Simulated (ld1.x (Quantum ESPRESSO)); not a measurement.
**What one change does to a pseudopotential (Pt, PAW)**

Pt, PAW, made with ld1.x (Quantum ESPRESSO) 7.5 (PBE, scalar-relativistic). Core [Xe] 4f14, reference 5d9 6s1 6p0. Waves: 6s (bound): rcut 2.55, rcutus 2.70 bohr; 6s channel at 0.3 Ry: rcut 2.55, rcutus 2.70 bohr; 6p (bound, empty): rcut 3.40, rcutus 3.75 bohr; 6p channel at 0.65 Ry: rcut 3.40, rcutus 3.75 bohr; 5d (bound): rcut 2.00, rcutus 2.15 bohr; 5d channel at 0.05 Ry: rcut 2.00, rcutus 2.15 bohr. Local part: all-electron potential smoothed inside 2.05 bohr (lloc = -2). Core correction: Bessel-smoothed model core inside 1.75 bohr. Augmentation charge: PSQ, inside the norm-conserving radii.

Change: local potential all-electron potential smoothed inside 2.94 bohr (lloc = -2).

Cutoffs: the cutoffs (Ry, on a coarse ladder) from which the occupation-weighted sum of valence levels, in a spherical-Bessel basis at the reference potential, stays within 10 and 1 mRy of its value at 400 Ry; they do not see the model core or the augmentation charge, which bear on the density cutoff. Errors are all-electron minus pseudo energies relative to the spin-unpolarised reference configuration.

Q: Predict the effect on cutoff, ghosts and configuration errors.

A: The potential gets neither clearly harder nor softer (25 Ry and 40 Ry → 25 Ry and 40 Ry); the errors of the 7 common tests hardly move; the range in which the d phases agree narrows (upper end at the end of the scan → 3.3); neither file shows a bound ghost.

| quantity | base | changed |
| --- | --- | --- |
| cutoff, loose | 25 Ry | 25 Ry |
| cutoff, tight | 40 Ry | 40 Ry |
| bound ghosts | none | none |
| error for 5d9 6s0 6p0, meV [ΔE 9.19 eV] | -6.1 | -5.8 |
| error for 5d8 6s0 6p0, meV [ΔE 29.16 eV] | -38 | -40 |
| error for 5d7 6s0 6p0, meV [ΔE 61.38 eV] | -216 | -233 |
| error for 5d9 6s0 6p1, meV [ΔE 5.05 eV] | -2.3 | -2.4 |
| error for 5d9 6s0.5 6p0, meV [ΔE 3.69 eV] | -2.2 | -2.1 |
| error for 5d8 6s1 6p0, meV [ΔE 11.17 eV] | -21 | -21 |
| error for 5d6 6s0 6p0, meV [ΔE 107.03 eV] | -672 | -731 |
| s: phases at 4.05 bohr within 0.05 rad from the reference energy up to (Ry; the scan ends near 5) | 3.4 | 4.0 |
| p: phases at 4.05 bohr within 0.05 rad from the reference energy up to (Ry; the scan ends near 5) | 1.7 | 1.8 |
| d: phases at 4.05 bohr within 0.05 rad from the reference energy up to (Ry; the scan ends near 5) | to the end of the scan | 3.3 |
| lowest overlap eigenvalue by channel | s 0.35, p 0.52, d 0.99 | s 0.37, p 0.62, d 1.00 |
